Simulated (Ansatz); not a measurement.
`FCBCF` + H₂ → `CBCF` + H–F at 400 K and 1 bar (hydrogenolysis of a C–F bond).

Computed with Ansatz on PBE0-D4/def2-TZVP structures; ΔE is electronic, products minus reactants. CCSD(T)/CBS adds triple-zeta CCSD(T) − MP2 to the extrapolated MP2 energy (def2 sets, frozen cores). This one scheme is used for every species. Each species was taken in one conformer, which may not be the lowest.

| species | CCSD(T)/CBS energy (Eh) | H − E (kJ/mol) | S (J/(mol·K)) |
| --- | --- | --- | --- |
| `FCBCF` | -303.45984 | 216.1 | 352.4 |
| H₂ | -1.17544 | 38.0 | 139.0 |
| `CBCF` | -204.28650 | 231.6 | 336.5 |
| H–F | -100.39570 | 36.5 | 182.2 |

H − E and S are ideal-gas, rigid-rotor, harmonic terms from PBE0-D4/def2-TZVP, for one conformer and one mirror image of each species. The MP2-based limit puts H₂ 0.8 mEh under its directly extrapolated value; such offsets cancel only in part. 1 Eh = 2625.50 kJ/mol, R = 8.31446 J/(mol·K).

**Question.** By hand: ΔE, ΔH, ΔS and ΔG.

**Answer.** ΔE = (-204.28650) + (-100.39570) − (-303.45984) − (-1.17544) = -0.04692 Eh = -123.2 kJ/mol. Δ(H − E) = 231.6 + 36.5 − 216.1 − 38.0 = 14.0, so ΔH = -109.2 kJ/mol. ΔS = 336.5 + 182.2 − 352.4 − 139.0 = 27.3 J/(mol·K). ΔG = -109.2 − 400 × (27.3)/1000 = -120.1 kJ/mol.

**Question.** By hand: the equilibrium constant, and the temperature at which ΔG would vanish if ΔH and ΔS stayed fixed.

**Answer.** log₁₀ K = −ΔG/(RT ln 10) = 15.7. ΔH and −TΔS have one sign here, so there is no such temperature.

ΔH outweighs TΔS. A doubt of 5 kJ/mol in ΔE shifts log₁₀ K by 0.7 here. Other conformers and mirror images would add mixing entropy, several J/(mol·K) or more a flexible species. These are equilibria of isolated gas molecules and say nothing of rates. Largest T1 diagnostic: 0.011 (customary marks: 0.02 for closed shells, 0.045 for open ones).
